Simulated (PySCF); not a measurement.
## DyO: from constants to spectrum

PBE0 constants of DyO, septet, about 9.1 electrons in the 4f shell (Mulliken), real f orbitals that mix terms (Dy x2c-TZVPall, O x2c-TZVPall; spin-free X2C with a Gaussian nucleus (PySCF 2.14); masses 163.9292 and 15.9949 u):

- ωe: 870.6 cm⁻¹
- ωexe: 2.51 cm⁻¹
- Be: 0.36223 cm⁻¹
- αe: 0.00141 cm⁻¹
- De to Dy (4f10 6s2) + O: 6.05 eV

Question: What force constant and bond length do these constants imply?

Answer: Reduced mass μred = 14.573 u; k = 5.8918×10⁻⁷·μred·ωe² (u, cm⁻¹, mdyn/Å) = 6.51 mdyn/Å; Re = √(16.8576/(μred·Be)) (u, cm⁻¹, Å) = 1.787 Å.

Question: Estimate the centrifugal constant D from the Kratzer relation and find the Dunham coefficient a1.

Answer: D = 4Be³/ωe² = 2.51e-07 cm⁻¹; a1 = −1 − αeωe/(6Be²) = -2.56.

Spin–orbit coupling is left out, which matters for elements this heavy, above all for dissociation energies. The state is the lowest single determinant that the PBE0 search found; with open d or f shells the true ground state can be another one.
